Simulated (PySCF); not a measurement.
CH7ClGeSi, SMILES Cl[SiH2][CH2][GeH3].

The structure is a stationary point at B3LYP-D3(BJ)/def2-SVP. The structure was generated by enumeration, and PubChem lists no compound with its InChIKey, so it may never have been made. One conformer was computed; it need not be the lowest.

These are TDA-PBE0/def2-SVPD (PySCF) values and carry that method's errors.

Vertical excitations. Isolated molecule, no solvent.

```csv
state,energy (eV),λ (nm),f,main pairs
S1,7.28,170,0.006,HOMO→LUMO 90 %
S2,7.36,169,0.009,HOMO−1→LUMO 90 %
S3,7.74,160,0.012,HOMO→LUMO+1 95 %
S4,7.88,157,0.004,HOMO−1→LUMO+1 89 %
S5,8.00,155,0.105,HOMO−2→LUMO 82 %
S6,8.22,151,0.151,"HOMO→LUMO+2 59 %, HOMO−3→LUMO 15 %"
S7,8.28,150,0.041,"HOMO−3→LUMO 57 %, HOMO→LUMO+2 16 %"
S8,8.30,149,0.039,"HOMO−2→LUMO+1 79 %, HOMO→LUMO+3 12 %"
S9,8.37,148,0.069,"HOMO−3→LUMO+1 61 %, HOMO→LUMO+2 10 %"
S10,8.39,148,0.017,HOMO−4→LUMO 61 %
T1,6.88,180,0,"HOMO→LUMO 70 %, HOMO−1→LUMO 20 %"
T2,6.95,178,0,"HOMO−1→LUMO 67 %, HOMO→LUMO 22 %"
T3,7.37,168,0,"HOMO→LUMO+1 67 %, HOMO→LUMO+2 15 %"
T4,7.49,165,0,"HOMO−2→LUMO 44 %, HOMO→LUMO+1 15 %, HOMO→LUMO+2 13 %"
```
Triplets are in the Tamm–Dancoff approximation.
